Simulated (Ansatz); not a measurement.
Input file for `C[Se]B(O)O`:

```yaml
crystal:
  periodic: [false, false, false]
  atoms:
    - {symbol: C, position_ang: [-0.050787, -1.376829, 1.231330]}
    - {symbol: Se, position_ang: [0.899997, 0.313579, 1.029140]}
    - {symbol: B, position_ang: [0.115648, 0.888485, -0.671498]}
    - {symbol: O, position_ang: [-0.805543, 0.096184, -1.278217]}
    - {symbol: O, position_ang: [0.473410, 2.065627, -1.262335]}
    - {symbol: H, position_ang: [0.180306, -2.029652, 0.393875]}
    - {symbol: H, position_ang: [-1.120525, -1.191938, 1.281082]}
    - {symbol: H, position_ang: [0.297038, -1.821605, 2.161604]}
    - {symbol: H, position_ang: [-1.117298, 0.480963, -2.103543]}
    - {symbol: H, position_ang: [1.127765, 2.575176, -0.781418]}
basis:
  gaussian: {orbitals: def2-TZVPP}
correlation: {method: ccsd_t}
```

```sh
$ ansatz run in.yaml --threads 2 --pin off --events-out ev --progress --plain --max-ram 22528MiB --backend cuda --devices 0, --max-vram 18GiB
```

Log, shortened:

```
Functional definition: HF
1513 factors; integrals over basis functions are off by at most 1.1e-3 eV
mean field evaluation 1: about -71160.4170 eV, gradient 4.7e1 eV
mean field evaluation 2: about -71160.6463 eV, gradient 4.8e1 eV
mean field evaluation 4: about -71164.9387 eV, gradient 3.6e0 eV
mean field evaluation 8: about -71164.9957 eV, gradient 2.4e-1 eV
mean field -71164.99591325 eV, -2615.2653624454 hartree, gradient 1.3e-6 eV, S^2 0.000000; 0 other end points of the search recorded, 0 dependent functions left out
13 core orbitals not correlated: weight in the atoms' cores, before any rotation towards them, 1.000 or more for the frozen orbitals, at most 0.000 for the correlated occupied ones
reference -71164.99591325 eV, -2615.2653624454 hartree; 20, 20 occupied and 209, 209 virtual orbitals, 1513 factors
second order -27.92624082 eV of doubles, -0.00000000 eV of singles
cycle   1  -27.80405978 eV  change    1.2e-1 eV  update   1.1e-1
cycle   2  -28.43707363 eV  change   -6.3e-1 eV  update   3.0e-2
cycle   3  -28.55867451 eV  change   -1.2e-1 eV  update   1.5e-2
cycle   4  -28.54188471 eV  change    1.7e-2 eV  update   3.6e-3
cycle   5  -28.54127759 eV  change    6.1e-4 eV  update   1.6e-3
cycle   6  -28.54190541 eV  change   -6.3e-4 eV  update   4.6e-4
cycle   7  -28.54154046 eV  change    3.6e-4 eV  update   1.5e-4
cycle   8  -28.54145469 eV  change    8.6e-5 eV  update   5.1e-5
cycle   9  -28.54146923 eV  change   -1.5e-5 eV  update   2.0e-5
perturbative correction -1.09034671 eV, -0.0400695026 hartree
Total energy: -71194.62772920 eV, -2616.3543115962 hartree
```

Hardware: 2 threads of an AMD EPYC 7R13 on a shared host and a share of an NVIDIA H100 80 GB. Wall time 3.8 s, peak host memory 0.84 GiB.

MP2 recovers 94.2 % of the CCSD(T) correlation energy and the triples give 3.7 %; T1 = 0.0109.
